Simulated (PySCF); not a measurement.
C$_{2}$H$_{9}$NO$_{2}$SSi (SMILES CN(C)[Si](O)(O)S), singlet, geometry from GFN2-xTB; PySCF with CASCI(6,4)+NEVPT2/STO-3G.

Input for PySCF:
```python
from pyscf import gto, scf, mcscf, mrpt
import numpy

mol = gto.M(
    atom='''
C    -1.641866    0.219890   -1.631199
N    -1.276325   -0.167076   -0.287915
C    -2.308299    0.126503    0.677062
Si    0.368465   -0.370030    0.144044
O     1.148375   -1.317504   -0.915770
O     0.297456   -0.953515    1.662690
S     1.628138    1.381371    0.062360
H    -0.834330   -0.022732   -2.316558
H    -1.844264    1.294853   -1.698636
H    -2.543010   -0.319588   -1.935684
H    -3.226499   -0.395855    0.396511
H    -2.524220    1.200319    0.724866
H    -1.989656   -0.217400    1.655128
H     0.781206   -2.163084   -1.160491
H     1.109042   -1.118000    2.135949
H     0.931623    2.079298    0.949418
''',
    basis='sto-3g',
    charge=0,
    spin=0,
    verbose=4,
)

mf = scf.RHF(mol)
mf.kernel()
mc = mcscf.CASCI(mf, 4, 6)
mc.fix_spin_(ss=0.0)
mc.kernel()
occ = numpy.linalg.eigvalsh(mc.fcisolver.make_rdm1(mc.ci, mc.ncas, mc.nelecas))[::-1]
ss = mc.fcisolver.spin_square(mc.ci, mc.ncas, mc.nelecas)[0]
print('natural occupations', occ.round(4), ' <S^2>', round(ss, 4))
e2 = mrpt.NEVPT(mc).kernel()
print('E(NEVPT2) = %.10f' % (mc.e_tot + e2))
```

Problem. What does PySCF print? Leave out banner, timings and long lists.

Solution. 
```
PySCF version 2.14.0

[INPUT] verbose = 4
[INPUT] num. atoms = 16
[INPUT] num. electrons = 74
[INPUT] charge = 0
[INPUT] spin (= nelec alpha-beta = 2S) = 0
[INPUT] symmetry False subgroup None
[INPUT] Mole.unit = angstrom
[INPUT] Symbol           X                Y                Z      unit          X                Y                Z       unit  Magmom
[...]
nuclear repulsion = 502.884653423948
number of shells = 34
number of NR pGTOs = 156
number of NR cGTOs = 52
basis = sto-3g
ecp = {}

******** <class 'pyscf.scf.hf.RHF'> ********
method = RHF
initial guess = minao
damping factor = 0
level_shift factor = 0
DIIS = <class 'pyscf.scf.diis.CDIIS'>
diis_start_cycle = 1
diis_space = 8
diis_damp = 0
SCF conv_tol = 1e-09
SCF conv_tol_grad = None
SCF max_cycles = 50
direct_scf = True
direct_scf_tol = 1e-13
Set gradient conv threshold to 3.16228e-05
Initial guess from minao.
init E= -961.209918588375
[...]
cycle= 1 E= -960.176015105125  delta_E= 1.03  |g|= 0.628  |ddm|= 4.86
[...]
cycle= 2 E= -960.325139129312  delta_E= -0.149  |g|= 0.122  |ddm|= 1.08
[...]
cycle= 3 E= -960.33048067853  delta_E= -0.00534  |g|= 0.0259  |ddm|= 0.195
[...]
cycle= 4 E= -960.330872519442  delta_E= -0.000392  |g|= 0.00397  |ddm|= 0.0635
[...]
cycle= 5 E= -960.330884062505  delta_E= -1.15e-05  |g|= 0.00102  |ddm|= 0.012
[...]
cycle= 6 E= -960.330884746968  delta_E= -6.84e-07  |g|= 0.000271  |ddm|= 0.00281
[...]
cycle= 7 E= -960.33088480391  delta_E= -5.69e-08  |g|= 6.18e-05  |ddm|= 0.000931
[...]
cycle= 8 E= -960.330884806854  delta_E= -2.94e-09  |g|= 1.66e-05  |ddm|= 0.000202
[...]
cycle= 9 E= -960.33088480711  delta_E= -2.56e-10  |g|= 3.68e-06  |ddm|= 6.55e-05
[...]
Extra cycle  E= -960.330884807125  delta_E= -1.52e-11  |g|= 1.64e-06  |ddm|= 1.02e-05
converged SCF energy = -960.330884807125

******** <class 'pyscf.mcscf.casci.CASCI'> ********
CAS (3e+3e, 4o), ncore = 34, nvir = 14
natorb = False
canonicalization = True
sorting_mo_energy = False
******** <class 'pyscf.fci.addons.SpinPenaltyFCISolver'> ********
max. cycles = 200
conv_tol = 1e-08
davidson only = True
linear dependence = 1e-12
level shift = 0.001
max iter space = 12
nroots = 1
pspace_size = 400
spin = None
Density matrix diagonal elements [1.99558753 1.99705426 1.99771259 0.00964561]
CASCI converged
CASCI E = -960.335474811333  E(CI) = -5.91851851973513  S^2 = 0.0000000
natural occupations [1.9999 1.9995 1.991  0.0096]  <S^2> 0.0

******** <class 'pyscf.mrpt.nevpt2.NEVPT'> ********
[...]
3 Si 3px         0.00334   0.02602  -0.16332   0.10267
3 Si 3py        -0.12444   0.01888  -0.21592   0.37042
3 Si 3pz         0.04532   0.02481   0.04628   0.00865
4 O 1s           0.00004  -0.00000  -0.00084   0.00230
4 O 2s           0.02215  -0.00638   0.07586  -0.12767
4 O 2px          0.05789  -0.04683  -0.01403   0.09495
4 O 2py          0.07300   0.00799   0.14006  -0.02682
4 O 2pz         -0.16269  -0.00856  -0.05488  -0.04383
5 O 1s           0.00015   0.00029  -0.00017   0.00222
5 O 2s          -0.03002   0.00463  -0.04797  -0.11121
5 O 2px          0.05719  -0.10182   0.21561  -0.09560
5 O 2py          0.22973  -0.13137   0.38694  -0.13745
5 O 2pz          0.03414   0.08758  -0.11273   0.11456
6 S 1s           0.00016  -0.00005   0.00041  -0.00046
6 S 2s          -0.00164   0.00045  -0.00330   0.00684
6 S 3s           0.07553  -0.02610   0.21495  -0.15082
6 S 2px         -0.00198  -0.00689  -0.00743  -0.00936
6 S 2py          0.00212   0.00504  -0.00563  -0.01374
6 S 2pz         -0.00216  -0.00973   0.00189  -0.00041
6 S 3px          0.21121   0.49105   0.57103   0.30619
6 S 3py         -0.11791  -0.37365   0.41092   0.47647
6 S 3pz          0.15338   0.71328  -0.15188   0.03055
7 H 1s          -0.03500   0.00183  -0.01247   0.03879
8 H 1s           0.21444  -0.04866  -0.03436   0.02373
9 H 1s          -0.15608   0.04957   0.05628  -0.03992
10 H 1s         -0.14725   0.05786   0.06579  -0.04541
11 H 1s          0.21647  -0.05031  -0.03726   0.02131
12 H 1s         -0.03878  -0.00043  -0.00667   0.03741
13 H 1s         -0.01965   0.00708  -0.08808   0.15046
14 H 1s          0.01245   0.00485   0.01859   0.08832
15 H 1s         -0.03727   0.00907  -0.06426  -0.04528
<CAS-nat-orb|mo-hf>  35     35       0.71264512
<CAS-nat-orb|mo-hf>  35     36       0.62757247
<CAS-nat-orb|mo-hf>  36     36       0.54792798
<CAS-nat-orb|mo-hf>  36     37       0.82813112
<CAS-nat-orb|mo-hf>  37     35       0.69148034
<CAS-nat-orb|mo-hf>  37     36      -0.55310643
<CAS-nat-orb|mo-hf>  37     37       0.46465903
<CAS-nat-orb|mo-hf>  38     38       0.99998808
Sr    (-1)',   E = -0.00263410909475
Si    (+1)',   E = -0.00243756432407
Sijrs (0)  ,   E = -0.21074363389847
Sijr  (+1) ,   E = -0.01786088356333
Srsi  (-1) ,   E = -0.02118239499854
Srs   (-2) ,   E = -0.00275502580758
Sij   (+2) ,   E = -0.00223148931371
Sir   (0)' ,   E = -0.00919933167826
Nevpt2 Energy = -0.269044432678709
E(NEVPT2) = -960.6045192440
```
